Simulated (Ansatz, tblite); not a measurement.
Forces on the cluster Ge2Au⁺ at its PBE-D4/def2-TZVP geometry. Total charge 1; singlet.

In the def2 sets Au takes a core potential; there is no spin–orbit coupling. The xTB rows come from tblite. At r2SCAN-D4/def2-TZVP the restricted singlet is unstable: a solution with broken spin symmetry lies lower. The order of the spin states hangs on the level: the triplet lies 0.38 eV below the singlet at PBE0-D4/def2-TZVP, but 0.51 eV above it at GFN2-xTB. The structure comes from a short search, and lower isomers may exist.

GFN1-xTB (tblite), largest force 1.53 eV/Å:

```xyz
3
positions Å, forces eV/Å
Au   -1.369    0.307    0.287    0.064   -0.014   -0.013
Ge    0.562   -1.306    0.506    0.109    1.333   -0.740
Ge    0.807    0.999   -0.793   -0.173   -1.318    0.754
```

GFN2-xTB (tblite), largest force 0.86 eV/Å:

```
Au -0.711 0.159 0.149
Ge 0.427 0.594 -0.454
Ge 0.284 -0.754 0.305
```

r2SCAN-D4/def2-TZVP (Ansatz), largest force 0.37 eV/Å:

```
Au 0.330 -0.074 -0.069
Ge -0.134 0.324 -0.127
Ge -0.195 -0.250 0.196
```
